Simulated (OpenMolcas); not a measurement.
# Zr II: CASPT2 settings compared

- Program: OpenMolcas
- Basis: ANO-RCC-VQZP [8s7p5d3f2g1h]
- Scalar Hamiltonian: DKH4, point nucleus
- Active space: 3 electrons in 6 orbitals (4d 5s)
- State averaging: 2S+1 = 4 even, 20 roots; 2S+1 = 2 even, 64 roots
- Spin-orbit coupling: state interaction with AMFI integrals over the reference wave functions, term energies averaged over their components

Methods on the same reference wave functions:
A. CASSCF
B. SS-CASPT2, IPEA 0.4 Eh, no level shift (closed shells correlated: none)
C. SS-CASPT2, IPEA 0.35 Eh, imaginary shift 0.4 Eh (closed shells correlated: none)
D. MS-CASPT2, IPEA 0.35 Eh, imaginary shift 0.4 Eh (closed shells correlated: none)
E. XMS-CASPT2, IPEA 0.6 Eh, imaginary shift 0.1 Eh (closed shells correlated: 4s 4p)

Energies in cm⁻¹ above 4d² 5s ⁴F_3/2, the measured ground level; measured values from NIST Handbook of Basic Atomic Spectroscopic Data.

| Level | A | B | C | D | E | Measured |
| --- | --- | --- | --- | --- | --- | --- |
| 4d² 5s ⁴F_3/2 | 0.0 | 0.0 | 0.0 | 0.0 | 0.0 | 0.0 |
| 4d² 5s ⁴F_5/2 | 307 | 307 | 307 | 307 | 304 | 315 |
| 4d² 5s ⁴F_7/2 | 734 | 743 | 741 | 742 | 735 | 763 |
| 4d² 5s ⁴F_9/2 | 1270 | 1285 | 1282 | 1283 | 1278 | 1323 |
| 4d³ ⁴F_3/2 | 3412 | 3090 | 2990 | 3000 | 3270 | 2572 |
| 4d³ ⁴F_5/2 | 3747 | 3480 | 3370 | 3370 | 3650 | 2895 |
| 4d³ ⁴F_7/2 | 4181 | 3960 | 3820 | 3820 | 4110 | 3300 |
| 4d³ ⁴F_9/2 | 4686 | 4450 | 4320 | 4320 | 4610 | 3758 |
| 4d² 5s ²D_3/2(1) | 6377 | 4240 | 4470 | 4480 | 4410 |  |
| 4d² 5s ²D_5/2(1) [66 %] | 6678 | 4340 | 4640 | 4600 | 4650 |  |
| 4d³ ²P_1/2 | 7969 | 5780 | 5840 | 5840 | 6590 |  |
| 4d³ ²P_3/2 | 8391 | 6200 | 6270 | 6280 | 6940 |  |
| 4d² 5s ⁴P_1/2 | 9352 | 8530 | 8370 | 8370 | 7890 |  |
| 4d² 5s ²F_5/2 [72 %] | 9466 | 5070 | 5450 | 5360 | 5310 | 5753 |
| 4d² 5s ⁴P_3/2 | 9545 | 8710 | 8560 | 8560 | 8070 |  |
| 4d² 5s ⁴P_5/2 | 9871 | 9020 | 8870 | 8870 | 8370 |  |
| 4d² 5s ²F_7/2 | 10110 | 5570 | 5990 | 5920 | 5890 | 6468 |
| 4d³ ²G_7/2 | 10358 | 8420 | 8380 | 8380 | 9440 |  |
| 4d³ ²G_9/2 | 10651 | 8740 | 8700 | 8700 | 9720 |  |
| 4d³ ⁴P_1/2 | 12818 | 10840 | 10750 | 10750 | 10530 |  |
| 4d³ ⁴P_3/2 | 13026 | 11040 | 10950 | 10950 | 10730 |  |
| 4d³ ⁴P_5/2 | 13269 | 11290 | 11190 | 11190 | 10970 |  |
| 4d³ ²H_9/2 | 15948 | 13190 | 13130 | 13130 | 13430 |  |
| 4d³ ²H_11/2 | 16329 | 13610 | 13540 | 13540 | 13820 |  |

Deviations, from unrounded energies. A percentage is the sum of absolute deviations over the sum of measured energies, with the sign that they share, or ± where signs differ.

| Against measurement | Levels | A | B | C | D | E |
| --- | --- | --- | --- | --- | --- | --- |
| mean absolute deviation (cm-1) | 9 | 1200 | 460 | 310 | 330 | 470 |
| fine structure of the ground term (%) | 3 | -3.7 | -2.7 | -2.9 | -2.9 | -3.5 |
| other terms of the ground configuration (%) | 2 | +60.2 | -12.9 | -6.4 | -7.7 | -8.3 |
| other configurations (%) | 4 | +28.0 | +19.6 | +15.7 | +15.9 | +24.8 |

C, D lie about equally close to measurement and A furthest from it. The largest miss of C in the table is 4d³ ⁴F_9/2, by +560 cm-1. The ranking rests on the paired levels alone, and a cruder setting can come out closer through cancelling errors.

Among B to E the level of the table that moves most is 4d³ ²G_7/2, by 1100 cm-1 (lowest in D, highest in E). Moves below CASPT2's spread within the term are not significant.

The mean deviations of B to E differ by less than CASPT2's widest spread within a term (1800 cm-1), so their order carries little weight.

From A to B the spin-free energies of the other terms of 4d² 5s shown, above ⁴F, scale by factors of 0.50 to 0.91.

The lowest spin-free term lies below A's lowest term by 0.019 hartree in B, 0.018 hartree in C, 0.018 hartree in D, 0.315 hartree in E.

CASPT2 does not keep the components of a term degenerate, so their means are used; among the terms shown or strongly mixed into the levels shown the widest spread is 1800 cm-1 (4d³ ²G, E). Over all roots computed the reference weight is 0.94 to 0.99 in B, 0.85 to 0.93 in E; the roots of lowest weight are the least certain, and an intruder state may touch them. Configurations are named by rounded mean occupations; where the s occupation lies near a half they are strongly mixed, a name can repeat and a true partner stay unpaired. A single d shell beside an s shell can misplace configurations of different d count against each other. The CASPT2 spread within a term exceeds the gap to the next term for 4d³ ²G and 4d² 5s ⁴P, so the order of their levels is uncertain (figures for D; the like holds for E). Without dynamic correlation excited terms often stand tens of per cent too high (terms of higher spin than the ground term too low), and those without a measured partner can miss by more than the paired ones (holds for A). Computed and measured levels are paired by configuration, term and J; levels that our copy of the source lacks, or whose pairing is in doubt (as where it misses far off the trend of its configuration), stay unpaired and out of the deviations. Levels of configurations outside the active space are missing. Levels that lie high or do not pair safely by name in every column are left out.

A share in square brackets marks a mixed level and gives the weight of the term that names it, the lowest over the columns. A number in round brackets counts repeated terms of one configuration in the order of the reference energies.
